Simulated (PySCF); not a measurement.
Isomers C$_{5}$H$_{5}$FO:

A. SMILES FC1(C(C)=O)C=C1
B. SMILES C(C(=C)C)(F)=C=O
C. `C=CCC(F)=C=O`

Spectrum 1. 1H NMR (300 MHz, computed): δ 6.73 (m, 1H), 5.52 (m, 1H), 5.45 (m, 1H), 3.26 (m, 2H). 13C{1H} NMR (computed): δ 255.2 (C), 144.5 (CH), 123.7 (C), 123.6 (CH2), 39.5 (CH2).

Spectrum 2. 1H NMR (300 MHz, computed): δ 5.47 (d of quint, J = 2.6, 1.3 Hz, 1H), 5.14 (d of quint, J = 4.1, 1.7 Hz, 1H), 1.73 (dt, J = 2.0, 1.6 Hz, 3H). 13C{1H} NMR (computed): δ 264.5 (C, d, J = 63.2 Hz), 135.8 (C, d, J = 18.6 Hz), 130.7 (C, d, J = 258.2 Hz), 114.8 (CH2), 19.2 (CH3).

Spectrum 3. 1H NMR (300 MHz, computed): δ 7.12 (m, 2H), 2.61 (s, 3H). 13C{1H} NMR (computed): δ 213.4 (C), 121.8 (CH), 79.8 (C), 31.8 (CH3).

PySCF 2.14 calculation with σ from GIAO-PBE0/pcSseg-1, couplings computed with B3LYP/pcJ-1 (spin–dipole term left out of most H,H and C,H couplings) and geometry: GFN2-xTB; no solvent model, equivalent nuclei averaged, one computed conformer, no relativistic terms.

Scale: 1H, 13C vs TMS (reference shieldings calculated alike). Multiplet labels drop J under 1 Hz and among equivalent protons, and merge close values. Unscaled 3J(H,H) run several per cent high. Splittings of carbon signals by F and P are missing where no couplings were computed. Where no couplings were computed, multiplicities follow the n + 1 count of equivalent neighbours, and m marks all less simple cases (inequivalent or close neighbours, rings, F or P nearby). One-bond C–F couplings are unscaled and too large by tens of Hz. Shifts are as computed. Against solution values, carbons near 30 ppm lie about +3 ppm off and those near 130 ppm about +5 ppm (rms about the fit 2.1 ppm; single classes can miss by 10 ppm). Of 1328 compounds with measured shifts, 309 miss one by over three times the rms of a fit or turn the order of signals round; such compounds aren't used in these exercises. Signals without a measured value on file couldn't be tested in this way; 1H shifts scatter by 0.2 ppm about their fit, and single ones miss by 0.5 ppm.

Q: Which spectrum belongs to which compound?

A: 1–C, 2–B, 3–A.

- Spectrum 1 (C): 5 13C signals; δC 144.5 is an alkene CH; δC 123.6 is a terminal =CH2 carbon.
- Spectrum 2 (B): 5 13C signals; δC 135.8 is a fully substituted alkene carbon; δC 114.8 is a terminal =CH2 carbon.
- Spectrum 3 (A): 4 13C signals; δC 213.4 is a ketone carbonyl carbon; δC 121.8 is an alkene CH.
